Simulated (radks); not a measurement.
The numbers below are computed, except where a source is named.
All-electron atom: Dy+ in [Xe] 4f10.5 6s0.5 (fractional occupations, a model configuration). Level of theory: Dirac Kohn-Sham, PBE, spin-unpolarised, spherical densities, finite nucleus; open shells are shared between the two j in proportion to 2j + 1; Fermi nuclear charge, rms radius 5.2218 fm (a radial shooting solver on a logarithmic mesh with Libxc functionals).

Spin-orbit splittings of the eigenvalues, e(l+1/2) - e(l-1/2), with zeta = 2 splitting/(2l+1) and mean radii in bohr:

shell  occ.  splitting (eV)  zeta (eV)  <r> j=l-1/2  <r> j=l+1/2
2p        6           800.2      533.5      0.07437      0.08143
3p        6           166.2      110.8       0.2238       0.2371
3d       10           36.29      14.52       0.2096       0.2138
4p        6           37.09      24.73       0.5406       0.5713
4d       10           6.708      2.683       0.6042       0.6152
4f     10.5          0.8464     0.2418       0.9051       0.9350
5p        6           4.537      3.024        1.489        1.600
